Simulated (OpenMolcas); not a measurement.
# Ionisation energies of indium

```
Program             : OpenMolcas
Basis               : ANO-RCC-VTZP [7s6p4d2f1g]
Scalar Hamiltonian  : DKH2, point nucleus
Spin-orbit coupling : state interaction with AMFI integrals over the reference wave functions, term energies averaged over their components
```

Active shells in each charge state: the valence s, p shells, with orbitals averaged over the low states. Where CASPT2's correlated closed shells are named, they are those of the first ion.

A. CASSCF
B. SS-CASPT2, IPEA 0.25 Eh, imaginary shift 0.1 Eh (closed shells correlated: 4d)
C. SS-CASPT2, IPEA 0.25 Eh, imaginary shift 0.1 Eh (closed shells correlated: 4s 4p 4d)
D. SS-CASPT2, IPEA 0 Eh, imaginary shift 0.1 Eh (closed shells correlated: 4d)
E. SS-CASPT2, IPEA 0.25 Eh, imaginary shift 0.1 Eh (closed shells correlated: none)

Energies in eV between the lowest computed levels (charge -1 gives the electron affinity), named as in B; reference values from the NIST Atomic Spectra Database with their kind.

| From | To | A | B | C | D | E | Spin-orbit share in B | Reference |
| --- | --- | --- | --- | --- | --- | --- | --- | --- |
| In- 5s² 5p² ³P₀ | In 5s² 5p ²P°_1/2 | -0.454 | -0.043 | -0.041 | 0.030 | -0.137 | -0.028 |  |
| In 5s² 5p ²P°_1/2 | In+ 5s² ¹S₀ | 4.878 | 5.643 | 5.660 | 5.747 | 5.378 | +0.173 | 5.786 (measured) |
| In+ 5s² ¹S₀ | In2+ 5s ²S_1/2 | 17.845 | 18.635 | 18.724 | 18.634 | 17.891 | +0.000 | 18.870 (measured) |
| In2+ 5s ²S_1/2 | In3+ 4d¹⁰ ¹S₀ | 26.590 | 27.901 | 28.032 | 27.955 | 26.590 | +0.000 | 28.044 (measured) |

Error against the reference values, in %:

```json
{"From": "In", "Reference": "measured", "A": "-15.7", "B": "-2.5", "C": "-2.2", "D": "-0.7", "E": "-7.1"}
{"From": "In+", "Reference": "measured", "A": "-5.4", "B": "-1.2", "C": "-0.8", "D": "-1.3", "E": "-5.2"}
{"From": "In2+", "Reference": "measured", "A": "-5.2", "B": "-0.5", "C": "0", "D": "-0.3", "E": "-5.2"}
```

Mean absolute error over the 3 measured values: A 1.13 eV, B 0.17 eV, C 0.09 eV, D 0.12 eV, E 0.95 eV. C lies closest.

No diffuse functions were added, so the electron affinity comes out too small, and without dynamic correlation a bound anion can come out unbound.

° marks odd parity.
